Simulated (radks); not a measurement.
The numbers below are computed, except where a source is named.
Ionisation ladder of carbon, from C to C3+. Each ion is in the ground configuration listed by NIST, and IE = E(next ion) - E(this ion). Code: a radial shooting solver on a logarithmic mesh with Libxc functionals. Model: Dirac Kohn-Sham, PBEsol, spin-unpolarised, spherical densities, finite nucleus; open shells are shared between the two j in proportion to 2j + 1; Fermi nuclear charge, rms radius 2.4702 fm.

C: configuration [He] 2s2 2p2; E (hartree) -37.59336; IE, Delta-SCF (eV) 10.789; -e(HOMO) (eV) 5.231; HOMO 2p3/2; <r> HOMO (bohr) 1.80; IE, NIST (eV) 11.260; kind exp.; error (eV) -0.472
C+: configuration [He] 2s2 2p1; E (hartree) -37.19688; IE, Delta-SCF (eV) 24.019; -e(HOMO) (eV) 16.903; HOMO 2p3/2; <r> HOMO (bohr) 1.51; IE, NIST (eV) 24.383; kind exp.; error (eV) -0.365
C2+: configuration [He] 2s2; E (hartree) -36.31422; IE, Delta-SCF (eV) 47.964; -e(HOMO) (eV) 40.178; HOMO 2s1/2; <r> HOMO (bohr) 1.36; IE, NIST (eV) 47.888; kind exp.; error (eV) +0.076
C3+: configuration [He] 2s1; E (hartree) -34.55158; IE, Delta-SCF (eV) 63.425; -e(HOMO) (eV) 55.834; HOMO 2s1/2; <r> HOMO (bohr) 1.29; IE, NIST (eV) 64.494; kind exp.; error (eV) -1.069

Reference values: NIST Atomic Spectra Database (exp. = measured, semi-emp. = semi-empirical, theory = theoretical value adopted there). The ionisation energy per charge of the ion left behind rises most, in proportion, at C2+ ([He] 2s2), from 12.009 to 15.988 eV. Against the entries that are not theoretical the mean signed error is -1.8 % and the largest -4.2 %. Spin polarisation and multiplet splitting are left out, so open shells lie too high by an amount that depends on their filling.

Beside tabulated values, note that spin-unpolarised runs miss the spin-polarisation part of the exchange energy of open shells.
